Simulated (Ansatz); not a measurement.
Cost and result up the ladder for the cluster Ge3F6 (9 atoms). Total charge 0; singlet. Geometry: PBE-D4/def2-SVP.

```xyz
9

Ge   -0.267    1.726   -1.113
Ge    1.743   -1.236    0.231
Ge   -1.730   -0.409    1.265
F     1.021   -2.540   -0.719
F    -1.837   -0.805   -0.476
F     0.977    0.180   -0.933
F     0.935    2.832   -0.426
F     0.125   -1.079    1.416
F    -0.967    1.331    0.757
```

Ansatz on 4 threads of Intel Xeon on a shared host. Times are rough, and most runs start from the orbitals of an earlier one. PBE0-D4/def2-TZVP serves as the yardstick here, not as an exact answer. Differences are given only for rows in sets of like size (and for xTB, whose basis is part of the method), since another set adds its own error. Binding counts from free atoms at the same level (Ge triplet, F doublet; other spins of the atoms weren't run), without zero-point energy or a counterpoise term.

Correlated methods freeze 33 core orbitals; core or outer-core shells of Ge are correlated, in sets that lack core-valence functions. Another isomer (singlet) lies 0.02 eV lower at PBE-D4/def2-SVP; other spin states weren't run for this one.

Correlated methods converge slowly with the basis.

```tsv
level	functions	wall time	binding energy per atom (eV)	difference from PBE0-D4/def2-TZVP (eV)
HF/STO-3G	84	2.7 s	2.30	–
PBE-D4/def2-SVP	180	6.5 s	4.15	–
PBE0-D4/def2-SVP	180	12 s	3.88	–
PBE-D4/def2-TZVP (with forces)	330	18 s	4.09	0.24
r2SCAN-D4/def2-TZVP	330	24 s	3.95	0.10
HF/def2-TZVP	330	27 s	2.59	-1.26
PBE0-D4/def2-TZVP	330	36 s	3.85	0.00
MP2/def2-TZVP	330	44 s	4.01	0.16
```
